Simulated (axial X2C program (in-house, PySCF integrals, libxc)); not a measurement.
**Potential curves of SbF⁻, scalar-relativistic**

Computed with an axial X2C code built on PySCF integrals. Spin-free means the one-electron spin-free X2C Hamiltonian. Basis: Sb dyall-acv3z [12s13p9d5f1g], F dyall-av3z [7s6p3d2f] (cores contracted in-house); Gaussian nuclei, density fitting, unrestricted open shells. Masses: Sb 120.904 u, F 18.998 u.

State: M_S = 1/2, Λ = 1 (beyond evenly filled blocks: π+α, π+β, π-α). Energies in eV from the fragments at the same level (Sb + F-). Fits are polynomials in 1 − R0/R over 0.85 to 1.23 times the lowest point R0.

```
 R (Å)       HF      MP2     PBE0
1.7574  -0.5641  -0.8184  -1.2358
1.8382  -0.9655  -1.2863  -1.6704
1.8988  -1.1142  -1.4791  -1.8441
1.9594  -1.1707  -1.5748  -1.9246
2.0200  -1.1605  -1.5989  -1.9367
2.0907  -1.0892  -1.5617  -1.8888
2.1614  -0.9750  -1.4754  -1.7948
2.2523  -0.7904  -1.3177  -1.6310
2.3634  -0.5375  -1.0851  -1.3960
2.5250  -0.1640  -0.7200  -1.0348
```

Correlated methods: 13 electrons correlated (number of frozen shells: Sb 4 s, 3 p, 2 d; F 1 s), 287 virtual spin orbitals or spinors in MP2.

Occupations by symmetry block were frozen at the best pattern of an incomplete PBE0 search. De is counted from the lowest determinant-based energies of the atoms at the same level, without counterpoise correction. Without a current term, density functionals place determinants with orbital angular momentum somewhat too high. The highest occupied level of some functionals is positive through self-interaction error; at Hartree–Fock it is bound. With the outer-core shells frozen, correlated bond lengths of heavy atoms tend to come out a few hundredths of an ångström too long. Hartree–Fock gets electron affinities wrong, so its lowest charge split need not be the true one. MP2 and coupled cluster on one determinant become unreliable at the stretched end.

(1) What are Re, ωe and De at the HF level?

(2) Fit the MP2 curve near its minimum: give the equilibrium distance, the harmonic wavenumber and the well depth.

(3) Fit the PBE0 curve near its minimum: give the equilibrium distance, the harmonic wavenumber and the well depth.

## Answers

(1) At HF, spin-free: Re = 1.978 Å, ωe ≈ 520 cm⁻¹, De = 1.17 eV to Sb + F-; Be follows as 0.262 cm⁻¹.

(2) At MP2, spin-free: Re = 2.014 Å, ωe ≈ 492 cm⁻¹, De = 1.60 eV to Sb + F-; Be follows as 0.253 cm⁻¹.

(3) At PBE0, spin-free: Re = 2.002 Å, ωe ≈ 496 cm⁻¹, De = 1.94 eV to Sb + F-; Be follows as 0.256 cm⁻¹.
